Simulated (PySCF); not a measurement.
**Ionisation energy of Cs(49+) by level of theory**

Cs(49+) [He] 2s2 2p2 [2p1/2^2, M_J = 0] → Cs(50+) [He] 2s2 2p1 [2p1/2^1, M_J = 1/2], as a difference of total energies. All numbers are calculated (PySCF 2.14, the two-component X2C-1e Hamiltonian, in an even-tempered Gaussian basis (17 s from 28 bohr⁻², ratio 2.4; 12 p from 37 bohr⁻², ratio 2.4; 5 d from 120 bohr⁻², ratio 2.6; 4 f from 180 bohr⁻², ratio 2.6)). Correlated levels: nothing frozen; the 26 highest virtual spinors dropped. "Screened" scales the spin-orbit matrix elements by Boettger's factors to mimic the two-electron term; Breit and QED terms are absent.

```tsv
method	ionisation energy (eV)
GHF (spin-free)	9121.2
GMP2 (spin-free)	9120.9
GHF (screened spin-orbit)	9360.2
GMP2 (screened spin-orbit)	9362.5
```

Task: How much does correlation contribute at GMP2 (screened spin-orbit)?

Result: 9362.5 − (9360.2) = 2.3 eV, measured against GHF (screened spin-orbit).

For this ion Breit and QED terms and the two-electron picture change, all absent here, outweigh the correlation shift from GHF to GMP2.

The spin-free rows relax to the high-spin LS determinant and lack the spin-orbit shift.

The labels give the starting determinants; with spin-orbit coupling the two ends relaxed to ⟨J²⟩ = 0.00, ⟨L²⟩ = 1.33, ⟨S²⟩ = 1.33 and ⟨J²⟩ = 0.75, ⟨L²⟩ = 2.00, ⟨S²⟩ = 0.75.

For comparison: 9350 ± 4 eV (theoretical estimate listed by NIST; NIST Atomic Spectra Database, ionization energies).
